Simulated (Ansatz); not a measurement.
Basis-set extrapolation for C2H9NSSi (`CNCS[SiH3]`) (PBE0-D4/def2-TZVP geometry, frozen core, Ansatz). Multiplicity 1, RHF reference.

|  | def2-TZVPP | def2-QZVPP |
| --- | --- | --- |
| HF | -821.968493 | -821.995405 |
| MP2 correlation | -0.870208 | -0.932935 |
| CCSD(T) correlation | -0.971645 | not run |

Energies in hartree. Use E(X) = E(∞) + A·exp(−7.88·√X) for Hartree–Fock and E(X) = E(∞) + B·X^(−2.97) for correlation, with X = 3 and 4, and add CCSD(T) minus MP2 of the smaller set to the MP2 limit.

Q: What is the CCSD(T) energy at the basis-set limit?

A: HF limit: -821.995405 + (-0.026912) × 0.13774 = -821.99911. MP2 limit: -0.932935 + (-0.062727) × 0.74074 = -0.97940. Higher-order term: -0.971645 − (-0.870208) = -0.10144. Total: -823.07995 hartree, 367.1 kJ/mol below CCSD(T)/def2-TZVPP.
